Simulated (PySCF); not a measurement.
Vertical excitations of a molecule C2H5ClOSi from TDDFT-PBE/def2-SVPD (PySCF), as energy in eV (oscillator strength): 5.21 (0.031), 5.43 (0.008), 6.04 (0.047), 6.59 (0.121), 6.77 (0.002), 6.92 (0.167), 7.02 (0.014), 7.10 (0.007), 7.14 (0.005), 7.21 (0.001). Lowest triplet (TDA): 4.24 eV. Geometry: B3LYP-D3(BJ)/def2-SVP. One conformer was computed; it need not be the lowest.

### Question
Which structure fits?
A. C=CO[SiH2]Cl
B. C[Si@H](Cl)C=O
C. Cl[Si@@H]1CCO1
D. Cl[SiH]1COC1

### Answer
A, C=CO[SiH2]Cl
